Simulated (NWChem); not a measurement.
# SiNH₃F₂; SMILES N[SiH](F)F

```xyz
7

Si     0.0146    -0.0114     0.3352
N      0.2430     1.5661    -0.2352
F     -1.4037    -0.5636    -0.1996
F      1.0815    -1.0840    -0.2370
H      0.0828    -0.0428     1.8084
H      0.1194     1.8278    -1.2060
H      0.7934     2.2402     0.2815
```
Atoms are numbered in this order, from 1.

The geometry was optimised at PBE0/def2-SVP.

**Question.** List the 6 lowest vertical singlet excitations and the 6 lowest triplet ones from LDA (Slater exchange, VWN5)/def2-SVP, full TDDFT (NWChem).

**Answer.** 
```json
[
 {"state": "S1", "energy (eV)": "7.36", "oscillator strength": "0.032", "leading excitation (squared amplitude)": "HOMO → LUMO (0.98)"},
 {"state": "S2", "energy (eV)": "7.63", "oscillator strength": "0.003", "leading excitation (squared amplitude)": "HOMO → LUMO+1 (0.90)"},
 {"state": "S3", "energy (eV)": "8.48", "oscillator strength": "0.013", "leading excitation (squared amplitude)": "HOMO → LUMO+3 (0.66)"},
 {"state": "S4", "energy (eV)": "8.74", "oscillator strength": "0.031", "leading excitation (squared amplitude)": "HOMO → LUMO+2 (0.50)"},
 {"state": "S5", "energy (eV)": "9.13", "oscillator strength": "0.118", "leading excitation (squared amplitude)": "HOMO−1 → LUMO (0.84)"},
 {"state": "S6", "energy (eV)": "9.55", "oscillator strength": "0.005", "leading excitation (squared amplitude)": "HOMO → LUMO+4 (0.89)"},
 {"state": "T1", "energy (eV)": "6.78", "oscillator strength": "spin-forbidden", "leading excitation (squared amplitude)": "HOMO → LUMO (1.00)"},
 {"state": "T2", "energy (eV)": "7.38", "oscillator strength": "spin-forbidden", "leading excitation (squared amplitude)": "HOMO → LUMO+1 (0.93)"},
 {"state": "T3", "energy (eV)": "7.80", "oscillator strength": "spin-forbidden", "leading excitation (squared amplitude)": "HOMO → LUMO+2 (0.92)"},
 {"state": "T4", "energy (eV)": "8.34", "oscillator strength": "spin-forbidden", "leading excitation (squared amplitude)": "HOMO → LUMO+3 (0.98)"},
 {"state": "T5", "energy (eV)": "8.77", "oscillator strength": "spin-forbidden", "leading excitation (squared amplitude)": "HOMO−1 → LUMO (0.98)"},
 {"state": "T6", "energy (eV)": "9.15", "oscillator strength": "spin-forbidden", "leading excitation (squared amplitude)": "HOMO−1 → LUMO+1 (0.98)"}
]
```
